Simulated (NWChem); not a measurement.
Species: C2H8Ti; SMILES [CH3][TiH2][CH3]

```xyz
11

Ti     0.0000     0.0000    -0.4087
C      1.6605     0.0000     0.7777
H      1.6838    -0.8972     1.4122
H      1.6838     0.8972     1.4122
H      2.5418     0.0000     0.1186
C     -1.6605     0.0000     0.7777
H     -2.5418     0.0000     0.1186
H     -1.6838     0.8972     1.4122
H     -1.6838    -0.8972     1.4122
H      0.0000    -1.4260    -1.3694
H      0.0000     1.4260    -1.3694
```
Atoms are numbered in this order, from 1.

This is a stationary point of B3LYP/6-31G* (spherical d) (NWChem), point group C2v. 

Q: Is it a minimum? If not, what does it relax to?

A: No. It has an imaginary frequency of 85i cm⁻¹. Following that mode (on a finer grid) lowers the energy by 0.7 kcal/mol and ends, with real frequencies alone, at point group C2v:
```xyz
11

Ti     0.0000     0.0000    -0.4354
C      1.6856    -0.1274     0.7003
H      2.1931    -1.0646     0.4228
H      1.5043    -0.1139     1.7821
H      2.3280     0.7231     0.4231
C     -1.6856     0.1274     0.7003
H     -2.3279    -0.7231     0.4231
H     -2.1931     1.0646     0.4228
H     -1.5043     0.1140     1.7821
H     -0.1061    -1.4033    -1.4203
H      0.1061     1.4033    -1.4203
```
